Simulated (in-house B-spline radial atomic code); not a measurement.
A run on neutral technetium (an excited or competing configuration) that did not converge. Method: scalar-relativistic (X2C) wB97X, spin-polarised, spherical fractional occupations, exact exchange averaged over the configuration, Fermi nucleus of rms radius 4.41117 fm; computed with an all-electron radial atomic-structure program (B-spline basis).

Command:
```bash
python run_scf.py task.json out
```
Settings (nuclear radius in fm, mass in u):
```
Z                43
configuration    [Ar] 3d10 4s2 4p5 4d5 5s2 6s1
hamiltonian      x2c
method           wb97x
spin_polarised   True
nucleus          fermi
rms_radius       4.41117
atomic_mass      96.90636
speed_of_light   137.035999084
exact_exchange   averaged over the configuration
```

First and last ten iterations of the last attempt (damped for 15 steps, keeping 80 % of the old Fock matrix, then DIIS):
```
 iter        energy (Eh)    residual
    1       -4274.068101    4.46e-01
    2       -4280.026048    2.88e-01
    3       -4281.739163    1.94e-01
    4       -4282.662139    1.35e-01
    5       -4283.159437    9.97e-02
    6       -4283.427083    7.33e-02
    7       -4283.571083    5.41e-02
    8       -4283.648879    3.99e-02
    9       -4283.691415    3.00e-02
   10       -4283.715192    2.38e-02
  111       -4283.754547    6.51e-07
  112       -4283.754547    6.41e-07
  113       -4283.754547    6.67e-07
  114       -4283.754547    6.80e-07
  115       -4283.754547    1.83e-06
  116       -4283.754547    6.56e-07
  117       -4283.754547    5.81e-07
  118       -4283.754547    1.48e-06
  119       -4283.754547    9.92e-07
  120       -4283.754547    5.95e-07
 not converged after 120 iterations
```

The smallest residual met was 5.8e-07; the threshold is about 4e-07. Over the last five steps the energy moves by less than 1e-08 hartree, but the orbitals didn't meet the threshold. Cost of the run: 46 s on 1 thread of Intel(R) Xeon(R) Platinum 8259CL CPU @ 2.50GHz, with other jobs on the host.
